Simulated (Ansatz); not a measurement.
System: MgBr$_{2}$ (charge +1, doublet). 
Structure (B3LYP-D3(BJ)/def2-TZVP (Ansatz, a first-principles code) minimum search):
```xyz
3

Mg     0.0000     0.0000     0.0000
Br     0.0000     0.0000     2.3940
Br     0.0000     0.0000    -2.3940
```
Charge +1, spin multiplicity 2.

Basis-set convergence of Hartree-Fock and CCSD correlation energies (hartree) with Ansatz. Valence correlation only, unless marked. UHF or UKS for open shells. No spin-orbit coupling. The frozen core is the preceding noble-gas configuration, with the filled d and f shells of earlier blocks. Non-relativistic.

| basis | functions | E(HF) | E(corr, CCSD) |
|---|---|---|---|
| def2-SVP | 82 | -5343.54272 | -0.26009 |
| def2-TZVPP | 128 | ___ | ___ |

Some entries are withheld; supply them.


- def2-TZVPP, E(HF): -5344.24875
- def2-TZVPP, E(corr, CCSD): -0.34404
